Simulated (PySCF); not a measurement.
## Frontier orbitals and the lowest excitations

CF3SO3CH3, C₂H₃F₃O₃S.
Atom-mapped SMILES: `[CH3:1][O:2][S:3](=[O:4])(=[O:5])[C:6]([F:7])([F:8])[F:9]` (hydrogens: H10, H11, H12 on C1)

Geometry (PBE0-D3(BJ)/def2-SVP, Å), atoms numbered from 1 in this order:
```
atom  x, y, z in Å
C1     2.0107   -0.2742    0.1538
O2     0.6085   -0.4561    0.3675
S3    -0.3654    0.4400   -0.5476
O4    -0.3965   -0.0718   -1.8974
O5    -0.1545    1.8431   -0.2731
C6    -1.9171   -0.1010    0.3137
F7    -1.8889    0.2799    1.5729
F8    -2.0424   -1.4090    0.2406
F9    -2.9291    0.4777   -0.3027
H10    2.2806   -0.5497   -0.8764
H11    2.2978    0.7673    0.3598
H12    2.5070   -0.9477    0.8612
```

Method: TDDFT PBE0/def2-SVPD, vertical, gas phase, core orbitals frozen in the response in PySCF.

Kohn–Sham orbitals with the atoms that hold most of them (Löwdin shares over 4%, at most four atoms; ? is withheld):

```csv
orbital,ε (eV),atoms
LUMO+2,0.77,"S3 23%, C6 19%, O4 8%, H12 8%"
LUMO+1,0.30,"S3 23%, O2 18%, O4 10%, O5 10%"
LUMO,?,?
HOMO,-9.35,?
HOMO-1,-10.05,"O4 26%, O5 23%, S3 12%, C6 12%"
HOMO-2,-10.37,"O5 38%, O4 37%, S3 10%, O2 8%"
HOMO-3,-10.61,"O5 26%, O2 25%, O4 19%, C1 9%"
```

(1) Give the leading atoms of the LUMO.

(2) Which atoms hold the HOMO, and with what shares?

(3) What is the LUMO energy, and the HOMO–LUMO gap?

Answers

(1) S3 (bonded to C and 3 O) 29%; C1 (bonded to O and 3 H) 14%; O5 (bonded to S) 11%; O4 (bonded to S) 11%. By element: sulfur 29%, oxygen 22% or more, carbon 14% or more.

(2) O2 (bonded to C and S) 32%; O4 (bonded to S) 29%; O5 (bonded to S) 27%; C1 (bonded to O and 3 H) 5%. By element: oxygen 88%, carbon 5% or more.

(3) ε(LUMO) = 0.05 eV; the gap is 9.41 eV (0.3456 hartree).

Question: The HOMO–LUMO gap is 9.41 eV. Where does the response calculation put the lowest singlet, and from which orbitals?

Answer: S1 is at 7.82 eV (f = 0.0007), 1.59 eV below the gap, made of HOMO→LUMO (52%), HOMO→LUMO+1 (38%). Without the coupling terms of the response equations the lowest excitation would equal the gap.

Next come S2 at 8.07 eV (f 0.015), HOMO→LUMO+1 (49%), HOMO→LUMO (37%); S3 at 8.54 eV (f 0.0006), HOMO→LUMO+2 (71%), HOMO→LUMO+5 (12%); S4 at 8.70 eV (f 0.025), HOMO-1→LUMO (68%), HOMO-1→LUMO+1 (21%); S5 at 8.81 eV (f 0.019), HOMO-1→LUMO+1 (55%), HOMO-1→LUMO (20%), HOMO→LUMO+4 (10%).

One conformer stands for the species.
